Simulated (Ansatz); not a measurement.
## Abstraction of Cl: C2HCl3Si + C4H9 → C2HCl2Si + C4H9Cl

Species: C2HCl3Si `C#C[Si](Cl)(Cl)Cl`, singlet; C4H9 `C[C](C)C`, doublet; C2HCl2Si `C#C[Si](Cl)Cl`, doublet; C4H9Cl (2-chloro-2-methylpropane) `CC(C)(C)Cl`, singlet. A radical takes Cl: the energy is the difference in strength between the Si–Cl bond broken and the C–Cl bond made.

Shapes, held fixed at every level: PBE0-D4/def2-TZVP. Programs: Ansatz 0.2.0. The zero-point and thermal change to 298 K, harmonic and unscaled (PBE0-D4/def2-TZVP), is +6.0 kJ/mol.

| level | kind | ΔH(298 K) (kJ/mol) | less CCSD(T)/CBS estimate | CPU time (sum over the molecules) |
| --- | --- | --- | --- | --- |
| MP2/def2-SVP | perturbation theory | +108.4 | +0.4 | – |
| r2SCAN-D4/def2-TZVPP | meta-GGA | +115.8 | +7.8 | 65 s |
| BHLYP-D4/def2-TZVPP | global hybrid | +124.6 | +16.6 | 57 s |
| r2SCAN0-D4/def2-TZVPP | global hybrid | +120.3 | +12.3 | 84 s |
| wB97X-V/def2-TZVPP | range-separated hybrid | +113.7 | +5.7 | 1.8 min |
| CCSD(T)/def2-TZVPP | coupled cluster or CI | +105.2 | -2.8 | 24 min |
| CCSD/def2-TZVPP | coupled cluster or CI | +111.3 | +3.3 | – |
| CCSD(T)/CBS estimate | coupled cluster or CI | +108.0 | 0.0 | 29 min |

The highest level, CCSD(T)/CBS estimate, gives ΔH(298 K) = +108.0 kJ/mol; the levels span +105.2 to +124.6. The column of differences is taken from that level and isn't an error. No measured value is set beside it here. Spin contamination: C2HCl2Si (⟨S²⟩ up to 0.80). Open shells run unrestricted. The CBS estimate extrapolates MP2 from def2-TZVPP and def2-QZVPP and adds CCSD(T) − MP2 in the triple-zeta set, cores frozen. Times are processor times on shared x86 and Arm servers, and rough.
